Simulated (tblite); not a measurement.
Species: C6H16N2Si.
Cartesian coordinates in Å at the GFN2-xTB level; atoms count from 1:
```xyz
25
C6H16N2Si angstrom
C     -1.9657   -1.0487    0.3650
C     -1.2574    0.2831    0.6365
C     -2.1678    1.4519    0.2625
N      0.0060    0.4548   -0.0677
N     -0.1150    0.2317   -1.4757
C      0.6423   -0.9740   -1.7811
C      1.8040   -0.9568   -0.7795
C      1.1430   -0.3339    0.4551
Si     2.2093    0.9280    1.4015
H     -1.3319   -1.8923    0.6322
H     -2.2229   -1.1182   -0.6888
H     -2.8778   -1.1085    0.9534
H     -1.0117    0.3505    1.7034
H     -1.6678    2.3926    0.4766
H     -2.3929    1.4108   -0.7997
H     -3.0966    1.4081    0.8250
H      0.3247    1.0298   -1.9363
H     -0.0003   -1.8422   -1.6047
H      0.9627   -0.9773   -2.8224
H      2.6080   -0.3222   -1.1585
H      2.2087   -1.9462   -0.5756
H      0.7755   -1.1395    1.1035
H      1.4251    1.4617    2.5131
H      2.5595    1.9916    0.4612
H      3.4280    0.2894    1.9103
```

Computed with GFN2-xTB (tblite): harmonic, unscaled wavenumbers at the GFN2-xTB geometry, gas phase. This tight-binding method is rough: wavenumbers can miss measured ones by several per cent, in bad cases by 10 to 20. Modes of hydrogen on silicon can be 10 to 20 % off. One conformer, not necessarily the lowest.

Harmonic wavenumbers (cm⁻¹): 53.4, 71.1, 117.9, 129.6, 183.1, 198.4, 215.5, 249.1, 275.8, 293.3, 350.8, 442.1, 503.9, 530.9, 565.2, 603.1, 634.4, 744.1, 776.9, 778.2, 790.6, 845.3, 898.1, 910.1, 920.2, 935.0, 967.5, 985.8, 990.7, 1007.5, 1077.6, 1091.1, 1115.3, 1137.3, 1152.1, 1179.0, 1182.8, 1200.4, 1242.0, 1274.3, 1281.3, 1306.0, 1311.1, 1332.8, 1383.4, 1389.3, 1403.9, 1479.8, 1483.6, 1492.6, 1497.9, 1501.3, 1509.0, 2233.6, 2274.0, 2280.3, 2872.6, 2915.8, 2946.8, 2968.6, 3001.2, 3012.8, 3020.3, 3035.0, 3040.6, 3044.3, 3047.7, 3051.2, 3265.8.

A = 1750, B = 1110, C = 842.2 MHz; mass 144.108 u (most abundant isotopes); point group C1, symmetry number 1.

Problem. Zero-point energy?

Solution. Half the sum of the wavenumbers: 46501 cm⁻¹ = 556.28 kJ/mol.

Problem. What is S at 273.15 K and 1 bar for an ideal gas of classical rigid rotors and harmonic oscillators?

Solution. Translation 169.03, rotation 123.03, vibration 126.65: S = 418.7 J/(mol K).

Problem. And Cp and H(273.15 K) − H(0)?

Solution. Cp = 175.78 J/(mol K), of which vibrations give 142.52 (their classical limit is 69 R = 573.7); H(273.15 K) − H(0) = 28.07 kJ/mol without the zero-point energy, 18.99 from vibrations.

Problem. How do the functions run with temperature in this model?

Solution. 
```csv
T (K),S (J/(mol K)),Cp (J/(mol K)),H − H(0) (kJ/mol),G − H(0) (kJ/mol),ln q(vib)
150,335.4,110.7,10.56,-39.75,3.14
250,403.7,162.6,24.15,-76.78,6.17
298.15,434.7,190.2,32.65,-96.97,7.64
400,498.8,247.6,54.98,-144.52,10.80
600,617.4,338.4,114.13,-256.32,17.11
900,772.8,426.6,229.99,-465.53,26.32
```

q(vib) and H(0) count from the zero-point level.

Problem. Which modes carry the vibrational entropy at 273.15 K?

Solution. 53.4 cm⁻¹: 18.89; 71.1 cm⁻¹: 16.53; 117.9 cm⁻¹: 12.41; 129.6 cm⁻¹: 11.65; 183.1 cm⁻¹: 8.93; 198.4 cm⁻¹: 8.32 J/(mol K); the other 63 give 49.93 together.

Hindered rotation and anharmonicity are outside this model. Other conformers, if any are populated, would add a mixing term that is left out. The structure is chiral; the term R ln 2 for an equal mix with its mirror image is left out.
